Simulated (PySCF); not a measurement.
# What a mistake does to a calculation on AlBCH5N

These are calculations, not measurements. The program is PySCF 2.14.0, an open-source quantum chemistry code, run on an isolated molecule that a program drew, which may never have been made. The molecule is AlBCH5N (charge 0, singlet), drawn as the SMILES string `CB[NH][Al]`.

Each row is a Hartree-Fock (HF) and frozen-core CCSD(T) single point in the cc-pV(D+d)Z basis, meant for a local HF minimum. Run 1 is clean. Each other run has one planted mistake out of seven kinds, and not every kind appears here: one electron removed, one electron added, multiplicity raised by two, geometry at a saddle point, minimal basis STO-3G, one bond length entered in bohr, all coordinates scaled. The reference is restricted for singlets and unrestricted otherwise, and also for a bond in bohr. Adding or removing an electron swaps singlet and doublet. Electrons count all cores. HOMO and LUMO are orbital energies over both spins, the gradient is its largest component, and the lowest frequency (negative if imaginary) is given only where the gradient is small. Bond lengths are over the 8 bonds as drawn. T1 is the CCSD diagnostic: over 0.02 (restricted) or 0.045 (unrestricted) a single reference is doubtful.

Geometry of the clean run:
```xyz
9
AlBCH5N, angstrom
C    -0.2927   -1.2847    0.7595
B     0.3825   -1.1061   -0.6692
N    -0.3599   -0.9271   -1.8624
Al   -2.1769   -0.8530   -2.1026
H     0.0242   -2.2353    1.2035
H    -1.3877   -1.2616    0.7745
H     0.0640   -0.5022    1.4389
H     1.5912   -1.1259   -0.7262
H     0.2248   -0.8296   -2.6785
```

```
run  electrons  basis functions  <S^2>  HOMO (eV)  LUMO (eV)  gradient (hartree/bohr)  lowest frequency (cm^-1)  mean bond (Å)  longest bond (Å)      T1  HF (hartree)  CCSD(T) (hartree)                          mistake
  1         36               90  0.000      -8.31       1.35                  9.3e-06                       130         1.2934             1.834  0.0129    -361.90102         -362.40788                         no fault
  2         36               90  0.576      -7.97       1.12                  2.9e-02                         -         1.4280             2.287  0.0603    -361.78302         -362.29343  one bond length entered in bohr
  3         36               90  2.003      -6.32      -0.03                  9.6e-03                         -         1.2934             1.834  0.0158    -361.83472         -362.31314       multiplicity raised by two
  4         35               90  0.758     -16.01      -6.82                  3.8e-02                         -         1.2934             1.834  0.0197    -361.62428         -362.09722             one electron removed
  5         36               90  0.000      -8.46       1.24                  2.9e-02                         -         1.3464             1.909  0.0141    -361.88850         -362.40248                                ?
  6         36               29  0.000      -4.98       9.07                  5.2e-02                         -         1.2934             1.834  0.0185    -357.49765         -357.72044                                ?
```

**Which mistake was planted in run 5, and what did it cost?**

The mean and the longest bond both change by the same factor, 1.041, and the gradient is no longer small. So the mistake is: all coordinates scaled. Subtracting run 1 and multiplying by 627.51 kcal/mol a hartree, the energy moved by 7.9 kcal/mol in HF and 3.4 kcal/mol in CCSD(T).

**Which mistake was planted in run 6, and what did it cost?**

It has 29 basis functions where the clean run has 90, with the same electrons and geometry. So the mistake is: minimal basis STO-3G. Subtracting run 1 and multiplying by 627.51 kcal/mol a hartree, the energy moved by 2763.2 kcal/mol in HF and 2941.4 kcal/mol in CCSD(T).

Cautions from the logs. Run 2: T1 is over the limit, so its CCSD(T) energy is less reliable.
